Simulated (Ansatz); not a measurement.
`[OH][Ge]([OH])([SH])[Cl]` + HCl → `[OH][Ge]([OH])([Cl])[Cl]` + H₂S  (ligand exchange at a Ge–S bond)

Computed with Ansatz on PBE0-D4/def2-TZVP structures; ΔE is electronic, products minus reactants. CBS: MP2 limit from def2 TZ/QZ plus the TZ coupled-cluster correction, frozen cores. This one scheme is used for every species. DFT in def2-TZVPP. HSE06 is defined as in plane-wave codes. For Ge outer-core shells are correlated without core-valence functions, which leaves a few kJ/mol of doubt a bond. Scalar relativity is left out up to krypton. Each species was taken in one conformer, which may not be the lowest.

`[OH][Ge]([OH])([SH])[Cl]`:

Z-matrix (Å, degrees):
```
Ge
O 1 1.749
S 1 2.209 2 113.2
O 1 1.749 2 101.9 3 121.9
Cl 1 2.150 2 110.6 3 -120.5
H 2 0.961 1 112.5 3 52.6
H 3 1.343 1 92.2 2 -122.8
H 4 0.961 1 112.5 2 -172.7
```

HCl:

```xyz
2

Cl   -0.127   -0.330   -0.533
H     0.127    0.330    0.533
```

`[OH][Ge]([OH])([Cl])[Cl]`:

Z-matrix (Å, degrees):
```
Ge
O 1 1.743
Cl 1 2.116 2 107.1
O 1 1.752 2 107.4 3 121.5
Cl 1 2.133 2 112.4 3 -118.8
H 2 0.962 1 111.8 3 -157.2
H 4 0.961 1 113.3 2 160.8
```

H₂S:

```xyz
3

S     0.503   -0.361    0.022
H    -0.551   -0.184    0.833
H     0.048    0.545   -0.856
```

| species | HSE06 energy (Eh) |
| --- | --- |
| `[OH][Ge]([OH])([SH])[Cl]` | -3087.15020 |
| HCl | -460.65753 |
| `[OH][Ge]([OH])([Cl])[Cl]` | -3148.56138 |
| H₂S | -399.25468 |

Problem. Work out ΔE.

Solution. ΔE = (-3148.56138) + (-399.25468) − (-3087.15020) − (-460.65753) = -0.00833 Eh = -21.9 kJ/mol. CCSD(T)/CBS gives -21.4 kJ/mol.

Largest T1 diagnostic among the species: 0.011.

From BLYP to BHLYP (50 % exact exchange), in def2-TZVPP and without D4, ΔE moves by −5.8 kJ/mol. In def2-TZVPP, CCSD(T) changes the Hartree–Fock value by +13.8 kJ/mol (the triples alone add +2.1 kJ/mol) and MP2 by +15.0 kJ/mol. At CCSD(T), def2-SVP lies −7.4 kJ/mol from the extrapolated value and def2-TZVPP −1.7 kJ/mol.
